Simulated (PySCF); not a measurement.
C₈H₁₁FS, SMILES c1c(C(C)(C)C)scc1F. Geometry: B3LYP-D3(BJ)/def2-SVP.

Computed equilibrium geometry at B3LYP-D3(BJ)/def2-SVP (PySCF confirms it by a frequency run) as a Z-matrix:
```
C
C 1 1.3737
H 2 1.0884 1 124.98
C 2 1.4268 3 122.71 1 -179.99
F 4 1.3368 2 121.71 3 -0.01
C 4 1.3667 5 123.62 2 180.00
H 6 1.0873 4 128.01 5 -0.01
C 1 1.5188 2 129.27 3 -0.05
C 8 1.5366 1 109.80 2 0.26
H 9 1.1006 8 111.43 1 -60.58
H 9 1.1006 10 108.30 8 -122.89
H 9 1.1008 10 107.85 11 -116.48
C 8 1.5432 1 109.68 2 120.15
H 13 1.1007 8 110.86 1 -59.44
H 13 1.1008 14 107.82 8 -122.10
H 13 1.1018 14 108.39 15 -116.64
C 8 1.5432 1 109.66 2 -119.62
H 17 1.1007 8 110.85 1 59.43
H 17 1.1008 18 107.82 8 122.09
H 17 1.1018 18 108.39 19 116.66
S 6 1.7333 7 122.01 4 179.98
```
